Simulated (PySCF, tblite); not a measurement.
C3H9FOSi2.
Atom-mapped SMILES: `[OH:1][SiH2:2][CH2:3]/[CH:4]=[C:5](/[F:6])[SiH3:7]` (hydrogens: H8 on O1; H9, H10 on Si2; H11, H12 on C3; H13 on C4; H14, H15, H16 on Si7)

Structure used (GFN2-xTB), in Å, numbered top down from 1:
```
atom  x, y, z in Å
O1    -1.8906   -1.1233   -0.6292
Si2   -2.1492    0.0331    0.4775
C3    -0.4758    0.7524    1.0836
C4     0.3042    1.2361   -0.0767
C5     1.2765    0.5434   -0.6614
F6     1.8428    1.0989   -1.7840
Si7    2.0345   -1.1216   -0.1812
H8    -1.2837   -1.0051   -1.3559
H9    -2.9458    1.1249   -0.0880
H10   -2.8258   -0.6882    1.5443
H11   -0.6561    1.5711    1.7778
H12    0.0775   -0.0240    1.6111
H13    0.0102    2.1917   -0.4954
H14    3.2064   -1.3076   -1.0325
H15    2.4118   -1.0836    1.2339
H16    1.0553   -2.1894   -0.4085
```

Computed with CAM-B3LYP/def2-SVPD in PySCF (dipole) on a GFN2-xTB geometry, gas phase.

Masses are those of the commonest isotopes; rigid-rotor values at the optimised geometry. The values belong to one conformer with, in the numbering `[OH:1][SiH2:2][CH2:3]/[CH:4]=[C:5](/[F:6])[SiH3:7]`, H–O1–Si2–C3 -47°, O1–Si2–C3–C4 56°, Si2–C3–C4–C5 -99°.

**Question.** What are A, B and C (cm⁻¹)?

**Answer.** Ia = 196.66, Ib = 523.59, Ic = 580.35 u·Å²; 505379 MHz·u·Å²/I gives 2570, 965.2 and 870.8 MHz, that is A = 0.08572, B = 0.03220, C = 0.02905 cm⁻¹.

**Question.** What kind of rotor is it?

**Answer.** An asymmetric top. Ray's parameter κ = (2B − A − C)/(A − C) = -0.889; −1 is the prolate and +1 the oblate limit.

**Question.** Is it planar, by Δ = Ic − Ia − Ib?

**Answer.** Not planar: Δ = Ic − Ia − Ib = -139.90 u·Å². For a rigid frame Δ = −2 Σ m c², so Σ m c² = 69.95 u·Å² lies off the ab plane: 13.74 from hydrogen and 56.21 from heavier atoms. The atom farthest from that plane is 1.98 Å away.

**Question.** List the rotational levels J(Ka,Kc) to J = 4 (MHz).

**Answer.** Above 0(0,0):
J = 1: 1(0,1) 1836, 1(1,1) 3441, 1(1,0) 3535
J = 2: 2(0,2) 5504, 2(1,2) 7018, 2(1,1) 7301, 2(2,1) 12115, 2(2,0) 12119
J = 3: 3(0,3) 10996, 3(1,3) 12382, 3(1,2) 12949, 3(2,2) 17623, 3(2,1) 17644, 3(3,1) 25885, 3(3,0) 25885
J = 4: 4(0,4) 18300, 4(1,4) 19530, 4(1,3) 20473, 4(2,3) 24964, 4(2,2) 25025, 4(3,2) 33237, 4(3,1) 33237, 4(4,1) 44792, 4(4,0) 44792
The levels of one J sum to (2J + 1)J(J + 1)(A + B + C)/3.

**Question.** Which types of transition are allowed, and where do some lines up to J = 2 fall?

**Answer.** The dipole components are |μa| = 0.34 D, |μb| = 0.17 D, |μc| = 1.24 D. Intensities carry the squares of the components, which stand as 0.07 : 0.02 : 1.00 (a : b : c). Some lines, for components of 0.1 D or more:

| type | branch | J(Ka,Kc) | MHz | lower level (cm⁻¹) |
| --- | --- | --- | --- | --- |
| c | Q | 2(1,2) ← 2(0,2) | 1514 | 0.184 |
| c | Q | 1(1,1) ← 1(0,1) | 1605 | 0.061 |
| b | Q | 1(1,0) ← 1(0,1) | 1699 | 0.061 |
| b | Q | 2(1,1) ← 2(0,2) | 1797 | 0.184 |
| a | R | 1(0,1) ← 0(0,0) | 1836 | 0.000 |
| b | R | 2(0,2) ← 1(1,1) | 2063 | 0.115 |
| b | R | 1(1,1) ← 0(0,0) | 3441 | 0.000 |
| c | R | 1(1,0) ← 0(0,0) | 3535 | 0.000 |
| a | R | 2(1,2) ← 1(1,1) | 3578 | 0.115 |
| a | R | 2(0,2) ← 1(0,1) | 3668 | 0.061 |
| a | R | 2(1,1) ← 1(1,0) | 3766 | 0.118 |
| c | Q | 2(2,1) ← 2(1,1) | 4814 | 0.244 |
| b | Q | 2(2,0) ← 2(1,1) | 4818 | 0.244 |
| b | Q | 2(2,1) ← 2(1,2) | 5097 | 0.234 |
| b | R | 2(1,2) ← 1(0,1) | 5182 | 0.061 |
| c | R | 2(1,1) ← 1(0,1) | 5465 | 0.061 |
| b | R | 2(2,1) ← 1(1,0) | 8580 | 0.118 |
| c | R | 2(2,0) ← 1(1,0) | 8584 | 0.118 |
| c | R | 2(2,1) ← 1(1,1) | 8675 | 0.115 |
| b | R | 2(2,0) ← 1(1,1) | 8679 | 0.115 |

**Question.** Estimate the classical rotational partition function at 100 K, 298.15 K and 500 K.

**Answer.** Point group C1, symmetry number σ = 1; q = (√π/σ)·√((kT/h)³/(ABC)), k/h = 20836.6 MHz/K: 115000 at 100 K, 591000 at 298.15 K, 1280000 at 500 K.

Its GFN2-xTB frequencies are all real (lowest 40 cm⁻¹). No vibrational averaging or centrifugal distortion is included, and the geometry carries the error of its method. A rigid rotor knows nothing of internal rotation, which can split or shift real lines.
